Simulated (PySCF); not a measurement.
Al(Me)2(OH) cation (C2H7AlO), SMILES [OH][Al]([CH3])[CH3] (connectivity only; charge and spin as stated), charge +1, multiplicity 2. Atoms are numbered in the order given.

```xyz
11

Al     0.0863    -0.1652     0.1799
C     -1.5602    -1.1302    -0.1740
H     -1.5947    -1.4615    -1.2225
H     -2.4338    -0.4998     0.0491
H     -1.5340    -2.0018     0.5025
C     -0.0166     1.5402    -1.1598
H      0.9222     1.3016    -1.6839
H      0.0381     2.2923    -0.3571
H     -0.9431     1.4938    -1.7420
O      1.4562    -0.1539     1.0631
H      2.2352    -0.2057     1.6133
```
Charge +1, spin multiplicity 2.

Geometry: ωB97X-D3(BJ)/def2-SVP. The spin state was assumed, not searched. The isomer is the one that the SMILES or the coordinates give; other isomers of the formula were not compared. One conformer was computed; it need not be the lowest.

Calculation: TDA-PBE/def2-SVPD (PySCF).

Vertical excitations. 

```
state    energy (eV)  λ (nm)      f                                  main pairs
-------  -----------  ------  -----  ------------------------------------------
root 1          2.09     593  0.000                         β HOMO−1→LUMO 100 %
root 2          2.40     517  0.034                            β HOMO→LUMO 97 %
root 3          3.46     358  0.158         α HOMO→LUMO 5 %, β HOMO−2→LUMO 87 %
root 4          4.03     308  0.000                         β HOMO−3→LUMO 100 %
root 5          4.12     301  0.032                          β HOMO−4→LUMO 95 %
root 6          4.66     266  0.010                          β HOMO−5→LUMO 99 %
root 7          4.74     262  0.001                         β HOMO−6→LUMO 100 %
root 8          5.95     208  0.000                          α HOMO→LUMO+1 99 %
root 9          6.21     200  0.141                            α HOMO→LUMO 90 %
root 10         6.52     190  0.000  α HOMO−1→LUMO+1 47 %, β HOMO−1→LUMO+1 49 %
```
Unrestricted roots are not spin-pure.
